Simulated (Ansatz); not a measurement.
`F[SiH](Cl)[O][GeH3]` + `FB[SiH2][SiH3]` → `F[SiH](Cl)[SiH2][SiH3]` + `FB[O][GeH3]`  (redistribution)

Isolated molecules relaxed with PBE0-D4/def2-TZVP in Ansatz; ΔE leaves out vibrations. CCSD(T)/CBS adds triple-zeta CCSD(T) − MP2 to the extrapolated MP2 energy (def2 sets, frozen cores). DFT in def2-TZVPP. B3LYP here is the variant with VWN-RPA as its local correlation; programs differ in this. For Ge outer-core shells are correlated without core-valence functions, which leaves a few kJ/mol of doubt a bond. Scalar relativity is left out up to krypton. Each species was taken in one conformer, which may not be the lowest.

CCSD(T)/CBS gives -0.39 eV.

(1) Another level gave -0.38 eV. Which?
A. HF/def2-TZVPP
B. PBE0-D4/def2-TZVPP
C. B3LYP/def2-TZVPP
D. CCSD/def2-TZVPP

Largest T1 diagnostic among the species: 0.015.

## Answers

(1) D. CCSD/def2-TZVPP -0.38, B3LYP -0.45, PBE0-D4 -0.50, HF/def2-TZVPP -0.32 eV.

From PBE to PBE0 (25 % exact exchange), in def2-TZVPP and without D4, ΔE moves by +0.04 eV. In def2-TZVPP, CCSD(T) changes the Hartree–Fock value by −0.07 eV (the triples alone add −0.02 eV) and MP2 by −0.07 eV.
